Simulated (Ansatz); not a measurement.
**Worked example: the step energy**

An elementary step of BH2ClF2, closed shell (BHF₂ ([F][BH][F]) + HCl → BClF₂ ([F][B]([F])[Cl]) + H₂; B–H, H–Cl broken or loosened, B–Cl, H–H formed or tightened). “Start” and “end” are the PBE0-D4/def2-TZVP structures reached by relaxing down either side of its saddle point, with the molecules still in contact.

Ansatz 0.2.0; basis: def2-TZVPP and def2-QZVPP; cores frozen in the correlated methods.

Energies in eV:

| quantity | end | start |
| --- | --- | --- |
| Hartree–Fock, triple zeta (X = 3) | -18625.62166 | -18625.24204 |
| Hartree–Fock, quadruple zeta (X = 4) | -18626.25552 | -18625.87336 |
| MP2 correlation, X = 3 | -21.97457 | -21.81050 |
| MP2 correlation, X = 4 | -24.03362 | -23.86360 |
| CCSD(T) correlation, X = 3 | -23.36755 | -23.26254 |

(1) Work out the step energy at the basis limit: extrapolate Hartree–Fock as E(X) = E∞ + A exp(−7.88 √X) and the MP2 correlation as E(X) = E∞ + B X^−2.97 (the exponents that Neese and Valeev fitted for def2-TZVPP and QZVPP), then add CCSD(T) − MP2 in triple zeta.

The T1 diagnostic stays at or below 0.013.

Results:

(1) Each step is linear, so take the differences first (end − start): Hartree–Fock -0.37962 (X = 3) and -0.38216 (X = 4); MP2 correlation -0.16407 and -0.17002; CCSD(T) correlation -0.10501.
Two points give E∞ = E(4) + w [E(4) − E(3)], with w = 1/(exp(7.88 (2 − √3)) − 1) = 0.1377 for Hartree–Fock and w = 1/((4/3)^2.97 − 1) = 0.7407 for the correlation.
Hartree–Fock: -0.38216 + 0.1377 × (-0.00254) = -0.3825 eV.
MP2 correlation: -0.17002 + 0.7407 × (-0.00595) = -0.1744 eV.
CCSD(T) − MP2: -0.10501 − (-0.16407) = 0.0591 eV.
Sum: -0.3825 + (-0.1744) + 0.0591 = -0.4978 eV, or -11.48 kcal/mol. Plain CCSD(T) in triple zeta gives -0.4846 eV, so the larger basis shifts the result by -0.0132 eV.

Labels in which every atom is bracketed show which atoms are joined, not bond orders.

For scale, one of the runs: CCSD(T)/def2-TZVPP, 163 basis functions, launched by `ansatz run in.yaml --threads 2 --pin off --events-out ev --progress --plain --max-ram 4352MiB`. Time: 39 s of wall clock on 2 CPU threads of an Arm Neoverse V1; the host was shared. Peak host memory: 1.3 GiB.
